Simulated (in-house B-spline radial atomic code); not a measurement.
Settings and results of a run for the zirconium ion Zr⁺. Level of theory: non-relativistic PBE0, spin-polarised, spherical fractional occupations, point nucleus, inside a hard spherical wall at 7.19 bohr; calculated with a radial B-spline atomic code at the basis-set limit.

Command:
```bash
python run_scf.py task.json out
```
Settings:
```
Z                40
configuration    [Kr] 4d2 5f1
hamiltonian      nr
method           pbe0
spin_polarised   True
wall_radius      7.19
```

Output (hartree, bohr):
```
 radial grid: 46 intervals, B-splines of order 8, outer radius 7.19 bohr

 iter        energy (Eh)    residual
    1       -3536.758046    5.02e-01
    2       -3538.230547    2.00e-01
    3       -3539.400091    2.97e-02
    4       -3539.438758    6.05e-03
    5       -3539.440440    3.78e-03
    6       -3539.440805    1.05e-03
    7       -3539.440848    1.97e-04
    8       -3539.440848    3.81e-05
    9       -3539.440848    4.09e-06
   10       -3539.440848    4.87e-07
   11       -3539.440848    7.64e-09

 total energy                     -3539.44085
 kinetic                            3538.8704
 electron-nucleus                  -8421.0069
 Hartree                            1454.6043
 exact exchange                      -27.5110
 exchange-correlation                -84.3976

 orbital      occ     eigenvalue          <r>       <r^2>       <1/r>       r_max
 1s up      1.000      -643.0937    0.0381435  0.00194747     39.4885     0.02522
 1s down    1.000      -643.0943    0.0381435  0.00194747     39.4885     0.02522
 2s up      1.000       -88.6220      0.16726   0.0329031     8.86953      0.1412
 2s down    1.000       -88.6151     0.167254    0.032901      8.8699      0.1412
 2p up      3.000       -81.1756     0.143705   0.0251829     8.85104      0.1114
 2p down    3.000       -81.1702     0.143698   0.0251801     8.85144      0.1114
 3s up      1.000       -14.9852     0.469056    0.251965     3.03998      0.4184
 3s down    1.000       -14.9821     0.469043    0.251931     3.03978      0.4184
 3p up      3.000       -12.1721     0.466283    0.253047     2.94099      0.4068
 3p down    3.000       -12.1683     0.466254    0.252982     2.94079      0.4068
 3d up      5.000        -7.0535     0.450845    0.245378     2.74339      0.3476
 3d down    5.000        -7.0456     0.450873    0.245341     2.74285      0.3477
 4s up      1.000        -2.3240      1.24659     1.76115     1.07599       1.105
 4s down    1.000        -2.2728      1.23736     1.73441     1.08528         1.1
 4p up      3.000        -1.5479      1.38416     2.19524     0.95901       1.193
 4p down    3.000        -1.4834      1.37082     2.15269    0.969805       1.185
 4d up      2.000        -0.3967      2.08288     5.18583     0.63299       1.589
 5f up      1.000         0.4812      3.82891     17.5576    0.331243       2.615
```

Run time, properties included: 0.15 s on 1 thread of Intel(R) Xeon(R) Platinum 8559C (shared host).

Caution: exact exchange at fractional occupations of open shells leaves self-interaction of up to several eV.
